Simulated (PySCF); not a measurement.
**Dipole moment and polarisability of trans-Si(H2O)2F4**

Compound: trans-Si(H2O)2F4.
Structure used (PBE0-D3(BJ)/def2-SVP), in Å, numbered top down from 1:
```xyz
11
F4H4O2Si angstrom
Si    -0.0011   -0.0149    0.0034
O     -0.0959    0.4604    1.8664
H     -1.0483    0.4103    2.0523
H      0.1311    1.4044    1.8747
O      0.1023   -0.4875   -1.8615
H     -0.0304   -1.4499   -1.8489
H      1.0415   -0.3502   -2.0683
F      1.6590   -0.0433    0.0417
F     -1.6606    0.0188   -0.0198
F      0.0505    1.6062   -0.3521
F     -0.0500   -1.6398    0.3429
```

Level: CAM-B3LYP/def2-SVPD (PySCF), static field, nuclei fixed, core orbitals frozen in the response. The polarisability tensor in these axes (au):

```
x   38.08  0.39 -1.49
y    0.39 38.72  2.14
z   -1.49  2.14 41.31
```

Question: Give the principal values, the mean and the anisotropy Δα = √{½[(α1 − α2)² + (α2 − α3)² + (α1 − α3)²]}.

Answer: Principal values 36.61, 38.71 and 42.79 au; mean 39.37 au = 5.83 Å³ = 6.49 × 10⁻⁴⁰ C²·m²/J; Δα = 5.44 au (14 % of the mean).

Question: What is the dipole moment?

Answer: 0.18 D at this geometry.

Question: Estimate the molar refractivity from the static electronic polarisability.

Answer: Lorentz–Lorenz: R = (4π/3)N_A α = 2.5225 cm³/(mol·Å³) × 5.83 Å³ = 14.7 cm³/mol, in the limit of long wavelengths.

Question: Directions of the eigenvectors, and the extent of the frame along each?

Answer: Largest value along (-0.24, 0.43, 0.87), where the nuclei span 4.44 Å; middle along (0.73, 0.67, -0.13), 2.36 Å; least along (0.64, -0.60, 0.48), 2.21 Å. The response follows the extents in order.

Question: Give the eigenvalues of the traceless quadrupole moment Θ = ½Σq(3rr − r²1), origin at the centre of nuclear charge.

Answer: -18.41, -9.90, 28.31 D·Å. The values depend on the origin, since the dipole doesn't vanish. The electronic extent ⟨r²⟩ about the same centre is 741 bohr², a root-mean-square distance of 1.72 Å for the 70 electrons.

Question: Find the Langevin capture rate constant for O2+ (31.990 u) meeting this molecule (139.992 u), k = 2.342 × 10⁻⁹ cm³/s × √(α in Å³ / reduced mass in u).

Answer: The reduced mass is 26.04 u, so k = 1.11 × 10⁻⁹ cm³/s.

Isolated species at its PBE0-D3(BJ)/def2-SVP geometry, gas phase.
